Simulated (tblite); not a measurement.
Species: C4H10OSSi.
Numbering: `[SiH3:1][S:2][C@H:3]1[CH2:4][CH2:5][CH2:6][O:7]1` (hydrogens: H8, H9, H10 on Si1; H11 on C3; H12, H13 on C4; H14, H15 on C5; H16, H17 on C6)

Computed with GFN2-xTB (tblite), gas phase: Langevin dynamics at 600 K from the optimised GFN2-xTB geometry, time step 0.5 fs, friction 0.01 fs⁻¹, 2000 steps.

Start geometry:
```
atom  x, y, z in Å
Si1     2.576   -0.308    0.626
S2      1.336   -0.734   -1.078
C3      0.091    0.571   -0.696
C4     -1.323    0.050   -0.918
C5     -1.614   -0.586    0.438
C6     -0.898    0.375    1.387
O7      0.191    0.929    0.654
H8      3.751   -1.114    0.325
H9      2.871    1.114    0.633
H10     1.924   -0.795    1.834
H11     0.351    1.435   -1.314
H12    -2.000    0.884   -1.112
H13    -1.366   -0.654   -1.744
H14    -1.160   -1.576    0.486
H15    -2.676   -0.667    0.655
H16    -0.506   -0.112    2.283
H17    -1.556    1.200    1.690
```

The statistics below take the 31 frames saved every 25 fs from 250 to 1000 fs; their kinetic temperature (all 3N coordinates) averages 604 K.

**Question.** How do the bond lengths spread?

**Answer.** 
```
   bond  start (Å)  mean (Å)  standard deviation (Å)  shortest (Å)  longest (Å)
 Si1–S2      2.150     2.170                   0.086         2.006        2.316
  S2–C3      1.844     1.877                   0.073         1.733        2.035
  C3–C4      1.523     1.540                   0.056         1.426        1.648
  C4–C5      1.526     1.545                   0.050         1.434        1.643
  C5–C6      1.528     1.551                   0.047         1.446        1.633
  C6–O7      1.425     1.423                   0.031         1.373        1.530
  C3–O7      1.400     1.392                   0.044         1.309        1.475
 Si1–H8      1.456     1.471                   0.064         1.367        1.570
 Si1–H9      1.453     1.466                   0.041         1.416        1.573
Si1–H10      1.458     1.470                   0.051         1.387        1.574
 C3–H11      1.093     1.097                   0.034         1.036        1.170
 C4–H12      1.092     1.096                   0.034         1.025        1.155
 C4–H13      1.087     1.099                   0.046         1.007        1.190
 C5–H14      1.090     1.098                   0.032         1.028        1.168
 C5–H15      1.087     1.106                   0.062         0.984        1.273
 C6–H16      1.093     1.103                   0.036         1.038        1.174
 C6–H17      1.097     1.095                   0.032         1.022        1.148
```

**Question.** Give the same statistics for bond angles, one of each kind among heavy atoms.

**Answer.** 
| angle | start (°) | mean (°) | standard deviation (°) | smallest (°) | largest (°) |
| --- | --- | --- | --- | --- | --- |
| Si1–S2–C3 | 94.9 | 100.9 | 7.7 | 81.8 | 114.5 |
| S2–C3–C4 | 110.8 | 110.2 | 7.3 | 88.8 | 122.9 |
| S2–C3–O7 | 109.4 | 110.6 | 6.9 | 98.6 | 134.2 |
| C4–C3–O7 | 107.1 | 107.7 | 5.0 | 97.2 | 119.1 |
| C3–C4–C5 | 101.0 | 102.7 | 3.7 | 95.8 | 109.5 |
| C4–C5–C6 | 101.5 | 102.2 | 3.7 | 94.1 | 108.9 |
| C5–C6–O7 | 106.5 | 105.7 | 4.7 | 94.3 | 113.7 |
| C3–O7–C6 | 110.0 | 109.0 | 4.6 | 99.9 | 118.3 |

**Question.** How far does each atom move about its mean position (frames aligned on the start, all atoms weighted alike), and what rms force does it feel?

**Answer.** 
```csv
atom,rms displacement (Å),rms force (eV/Å)
Si1,0.29,2.07
S2,0.28,1.84
C3,0.25,2.66
C4,0.17,2.82
C5,0.27,2.78
C6,0.27,2.25
O7,0.42,1.92
H8,0.80,1.22
H9,0.99,0.74
H10,1.07,1.02
H11,0.35,1.16
H12,0.39,1.20
H13,0.41,1.59
H14,0.68,1.22
H15,0.69,1.89
H16,0.58,1.19
H17,0.51,1.23
```

The displacements run from 0.17 to 1.07 Å, the largest at H10.

**Question.** Follow the torsion Si1–S2–C3–C4 through every second one of these frames.

**Answer.** 
```json
{"t (fs)": "250", "Si1–S2–C3–C4 (°)": "-172"}
{"t (fs)": "300", "Si1–S2–C3–C4 (°)": "-166"}
{"t (fs)": "350", "Si1–S2–C3–C4 (°)": "-171"}
{"t (fs)": "400", "Si1–S2–C3–C4 (°)": "-159"}
{"t (fs)": "450", "Si1–S2–C3–C4 (°)": "-157"}
{"t (fs)": "500", "Si1–S2–C3–C4 (°)": "-161"}
{"t (fs)": "550", "Si1–S2–C3–C4 (°)": "-167"}
{"t (fs)": "600", "Si1–S2–C3–C4 (°)": "179"}
{"t (fs)": "650", "Si1–S2–C3–C4 (°)": "165"}
{"t (fs)": "700", "Si1–S2–C3–C4 (°)": "169"}
{"t (fs)": "750", "Si1–S2–C3–C4 (°)": "171"}
{"t (fs)": "800", "Si1–S2–C3–C4 (°)": "177"}
{"t (fs)": "850", "Si1–S2–C3–C4 (°)": "162"}
{"t (fs)": "900", "Si1–S2–C3–C4 (°)": "164"}
{"t (fs)": "950", "Si1–S2–C3–C4 (°)": "162"}
{"t (fs)": "1000", "Si1–S2–C3–C4 (°)": "173"}
```

Largest departure from the start value over all these frames: Si1–S2–C3–C4 66° (start -138°).

**Question.** How widely does the potential energy scatter, against a harmonic estimate?

**Answer.** Mean 1.29 eV above the start, standard deviation 0.307 eV, range 0.81 to 2.30 eV. For 45 classical harmonic modes at 600 K the canonical values are 45kT/2 = 1.16 eV and kT·√(45/2) = 0.245 eV.

The run is classical and short, so these are rough statistics of one trajectory.

The cost below is that of the whole dynamics run. Hardware: one thread of an Arm Neoverse V1, no GPU, shared host with 32 logical CPUs at a one-minute load of 9.0. Cost: 15 s wall, 0.18 GiB resident at most.
